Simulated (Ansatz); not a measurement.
Molecule: C2H6AlCl, charge 0, multiplicity 1. 
Coordinates optimised at B3LYP-D3(BJ)/def2-TZVP (Ansatz, a first-principles code):
```xyz
10

Al     0.2202    -0.2585     0.2229
C      2.0277    -0.6194    -0.4011
H      2.5509    -1.3453     0.2246
H      2.6195     0.3003    -0.4194
H      2.0150    -0.9999    -1.4262
C     -0.6472    -1.0029     1.7977
H     -1.5248    -1.5899     1.5115
H     -1.0079    -0.2071     2.4552
H      0.0160    -1.6488     2.3766
Cl    -0.9302     1.0932    -0.9411
```

Basis-set convergence of Hartree-Fock and CCSD correlation energies (hartree) with Ansatz. Correlated levels leave the core frozen unless marked. No spin-orbit coupling. No relativistic terms.

| basis | functions | E(HF) | E(corr, CCSD) |
|---|---|---|---|
| cc-pV(D+d)Z | 104 | -780.75085 | -0.54595 |
| cc-pV(T+d)Z | 222 | [?] | [?] |

**Question.** Some entries are withheld; supply them.

**Answer.** 
- cc-pV(T+d)Z, E(HF): -780.80262
- cc-pV(T+d)Z, E(corr, CCSD): -0.67500
